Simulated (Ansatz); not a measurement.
Two isomers of CH7BOSi: A = `BC(O)[SiH3]`, B = `CB[SiH2]O`.

Isolated molecules relaxed with PBE0-D4/def2-TZVP in Ansatz; ΔE leaves out vibrations. CCSD(T)/CBS adds triple-zeta CCSD(T) − MP2 to the extrapolated MP2 energy (def2 sets, frozen cores). Functionals use def2-TZVPP. B3LYP here is the variant with VWN-RPA as its local correlation; programs differ in this. One conformer a species, not always the lowest.

Q: Which is lower in electronic energy at CCSD(T)/CBS, and by how much? (Estimate.)

A: Computed: B, by 165.9 kJ/mol.

Q: Give E(B) − E(A) in kJ/mol with B3LYP, CCSD/def2-TZVPP, LDA (SPW92), HF/def2-TZVPP, B3LYP-D4, CCSD(T)/def2-TZVPP, CCSD(T)/def2-SVP. (Estimate.)

A: Ansatz gave: B3LYP -164.7, CCSD/def2-TZVPP -168.1, LDA (SPW92) -141.5, HF/def2-TZVPP -181.8, B3LYP-D4 -161.3, CCSD(T)/def2-TZVPP -163.5, CCSD(T)/def2-SVP -145.9. None reverses the order clearly.

Q: Does the order hold for the free energy at 298.15 K (harmonic terms from PBE0-D4)? (An estimate is asked.)

A: Computed: Yes: G(B) − G(A) = -164.5 kJ/mol, for one conformer each.

Largest T1 diagnostic: 0.013.

At CCSD(T), def2-SVP lies +20.1 kJ/mol from the extrapolated value and def2-TZVPP +2.4 kJ/mol. From BLYP to BHLYP (50 % exact exchange), in def2-TZVPP and without D4, E(B) − E(A) moves by −12.5 kJ/mol.
